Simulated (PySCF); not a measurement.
H5Mo, neutral, multiplicity 2. Atoms are numbered in the order given.

```xyz
6

Mo     0.0374    -0.0179     0.0000
H      1.5360     0.8044     0.0000
H     -1.1651     0.7901     0.8064
H     -0.3882    -0.8162     1.4210
H     -1.1651     0.7901    -0.8064
H     -0.3882    -0.8162    -1.4210
```
Charge 0, spin multiplicity 2.

Geometry optimised at PBE-D3(BJ)/def2-TZVPD. The spin state was assumed, not searched. The def2 effective core potentials stand for the cores of Mo; spin–orbit coupling is left out.

These are PBE-D3(BJ)/def2-TZVPD run with PySCF values and carry that method's errors.

Frequencies are harmonic and unscaled.

```
mode  ν (cm⁻¹)  IR (km/mol)  moving atoms (share of kinetic energy)
----  --------  -----------  --------------------------------------
1          417          8.4                                 H 100 %
2          512         96.7                                  H 97 %
3          796         29.5                                 H 100 %
4          821         25.6                                  H 98 %
5          842         19.7                                  H 99 %
6          908         52.3                                 H 100 %
7          927         44.6                                  H 98 %
8         1863        190.1                                  H 99 %
9         1899        113.4                                  H 99 %
10        1908         70.6                                  H 99 %
11        1976         79.3                                  H 99 %
12        1982         51.8                                  H 98 %
```
